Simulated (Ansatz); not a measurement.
# Worked example: the enthalpy of C4H10 + C2H5I → C4H9I + C2H6

Species: C4H10 (isobutane) `CC(C)C`, singlet; C2H5I (iodoethane) `CCI`, singlet; C4H9I (tert-butyl iodide) `CC(C)(C)I`, singlet; C2H6 (ethane) `CC`, singlet. The partners trade H for I; both sit on C, so the bond types are kept.

Shapes, held fixed at every level: PBE0-D4/def2-TZVP. Programs: Ansatz 0.2.0. The zero-point and thermal terms to 298 K, harmonic and unscaled (PBE0-D4/def2-TZVP), stand in the table.

At CCSD/def2-TZVPP; 1 Eh = 2625.50 kJ/mol:

| species | energy (Eh) | H(298 K) − E (kJ/mol) | tabulated ΔfH (kJ/mol) |
| --- | --- | --- | --- |
| C4H10 | -158.129787 | 362.7 | -135.4 |
| C2H5I | -376.191995 | 185.8 | -7.1 |
| C4H9I | -454.663531 | 339.4 | -72.1 |
| C2H6 | -79.662108 | 207.7 | -83.8 |

Q: Work out the reaction enthalpy at 298 K from the calculation and from the table of heats.

A: 
1. Electronic: (-454.663531) + (-79.662108) − [(-158.129787) + (-376.191995)] = -0.003857 Eh = -10.1 kJ/mol.
2. Zero-point and thermal: (339.4) + (207.7) − [(362.7) + (185.8)] = -1.4 kJ/mol.
3. Computed ΔH = -11.5 kJ/mol.
4. From the heats of formation (Active Thermochemical Tables, CRC Handbook of Chemistry and Physics): (-72.1) + (-83.8) − [(-135.4) + (-7.1)] = -13.4 kJ/mol.
5. Computed less tabulated: +1.9 kJ/mol. Tabulated heats carry uncertainties of their own.

For atoms past krypton def2 sets carry core potentials with scalar relativity. Outer-core shells of I are correlated, in sets that cover them unevenly.
